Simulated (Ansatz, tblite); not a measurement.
Forces on Be3Se2⁺ at its PBE-D4/def2-SVP geometry. Charge 1, multiplicity 2.

The xTB rows come from tblite. Another isomer (doublet) lies 0.48 eV lower at PBE0-D4/def2-TZVP; other spin states weren't run for this one.

GFN1-xTB (tblite), largest force 0.49 eV/Å:

```xyz
5
positions Å, forces eV/Å
Be    0.484    0.628   -1.338   -0.069   -0.482   -0.019
Be   -0.327    0.355    0.883   -0.122    0.136    0.329
Be    0.237   -1.407   -0.606    0.178    0.362   -0.274
Se   -0.650    1.991   -0.355    0.041    0.019   -0.016
Se    0.257   -1.566    1.415   -0.027   -0.035   -0.020
```

GFN2-xTB (tblite), largest force 0.47 eV/Å:

```
Be -0.117 -0.446 0.093
Be 0.099 -0.107 -0.268
Be 0.143 0.415 -0.164
Se 0.018 -0.076 0.258
Se -0.144 0.214 0.081
```

PBE-D4/def2-TZVP (Ansatz), largest force 0.25 eV/Å:

```
Be -0.113 0.109 0.173
Be 0.033 -0.030 -0.082
Be -0.031 0.041 0.221
Se 0.118 -0.207 -0.073
Se -0.006 0.086 -0.238
```
